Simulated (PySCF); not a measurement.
Species: CH7FSi2.
SMILES with atom numbers: `[F:1][CH2:2][SiH2:3][SiH3:4]` (hydrogens: H5, H6 on C2; H7, H8 on Si3; H9, H10, H11 on Si4)

Geometry (GFN2-xTB, Å), atoms numbered from 1 in this order:
```xyz
11
CH7FSi2 angstrom
F     -1.7518    1.2716   -0.5512
C     -1.6110   -0.1046   -0.5639
Si    -0.1916   -0.6205    0.6261
Si     1.7494    0.5063    0.0621
H     -2.5832   -0.5140   -0.2799
H     -1.4134   -0.3794   -1.6034
H     -0.6928   -0.3430    1.9782
H     -0.1499   -2.0845    0.4951
H      2.8560    0.0619    0.9155
H      1.6360    1.9569    0.2200
H      2.1578    0.2522   -1.3246
```

The closed-shell SCF was solved with PySCF and density fitting under several settings on one GFN2-xTB geometry (grid level 2 and gas phase unless stated).

```json
{"settings": "PBE0/pcSseg-1", "basis functions": "117", "SCF cycles": "12", "E (Eh)": "-720.6898", "HOMO (eV)": "-8.40", "LUMO (eV)": "-0.10", "dipole (D)": "1.57"}
{"settings": "CAM-B3LYP/def2-SVPD", "basis functions": "147", "SCF cycles": "12", "E (Eh)": "-720.8000", "HOMO (eV)": "-9.79", "LUMO (eV)": "0.77", "dipole (D)": "1.58"}
{"settings": "KT2/pcSseg-1, grid level 3", "basis functions": "117", "SCF cycles": "14", "E (Eh)": "-728.1246", "HOMO (eV)": "-7.06", "LUMO (eV)": "-1.01", "dipole (D)": "1.44"}
{"settings": "OPBE/6-31G, level shift 0.1 Eh", "basis functions": "58", "SCF cycles": "9", "E (Eh)": "-720.8468", "HOMO (eV)": "-6.75", "LUMO (eV)": "-0.19", "dipole (D)": "1.62"}
{"settings": "CAM-B3LYP/6-311G**, grid level 3, energy threshold 1e-07 Eh", "basis functions": "130", "SCF cycles": "8", "E (Eh)": "-721.1318", "HOMO (eV)": "-9.67", "LUMO (eV)": "0.92", "dipole (D)": "1.57"}
{"settings": "HSE06/STO-3G, grid level 3, start guess atom", "basis functions": "35", "SCF cycles": "8", "E (Eh)": "-712.1791", "HOMO (eV)": "-3.92", "LUMO (eV)": "5.57", "dipole (D)": "0.97"}
```

Estimate the rows for these settings: (1) WP04/aug-pcSseg-1; (2) PBE0/def2-SVPD, start guess sap; (3) HSE06/IGLO-III, IEF-PCM dimethylsulfoxide, grid level 4, start guess sap.

| settings | basis functions | SCF cycles | E (Eh) | HOMO (eV) | LUMO (eV) | dipole (D) |
| --- | --- | --- | --- | --- | --- | --- |
| WP04/aug-pcSseg-1 | 181 | 13 | -730.5114 | -9.58 | -1.85 | 1.63 |
| PBE0/def2-SVPD, start guess sap | 147 | 11 | -720.4485 | -8.44 | -0.19 | 1.49 |
| HSE06/IGLO-III, IEF-PCM dimethylsulfoxide, grid level 4, start guess sap | 228 | 11 | -720.8540 | -7.85 | -0.39 | 1.91 |

Over all rows, what range does the HOMO–LUMO gap span?

From 6.05 eV (KT2/pcSseg-1, grid level 3) to 10.59 eV (CAM-B3LYP/6-311G**, grid level 3, energy threshold 1e-07 Eh). The functional of the narrowest has no exact exchange, that of the widest range-separated exact exchange.

And the dipole moment?

From 0.97 D (HSE06/STO-3G, grid level 3, start guess atom) to 1.91 D (HSE06/IGLO-III, IEF-PCM dimethylsulfoxide, grid level 4, start guess sap); the largest is 1.97 times the smallest, and the median is 1.57 D.

Compare two rows with the functional PBE0: PBE0/def2-SVPD, start guess sap and PBE0/pcSseg-1. Which energy is lower, and by how much?

PBE0/pcSseg-1 (117 functions) lies 0.2413 Eh or 151 kcal/mol below PBE0/def2-SVPD, start guess sap (147 functions). The smaller set gives the lower energy; the two sets aren't nested, so the variational bound doesn't order them by size.

Cycle counts include a coarse-grid stage where the run had one. All basis functions are spherical, in the Pople sets too. KT2 and WP04 were designed for NMR shieldings or shifts; total energies of different functionals aren't comparable. The species at its GFN2-xTB geometry (one conformer only).
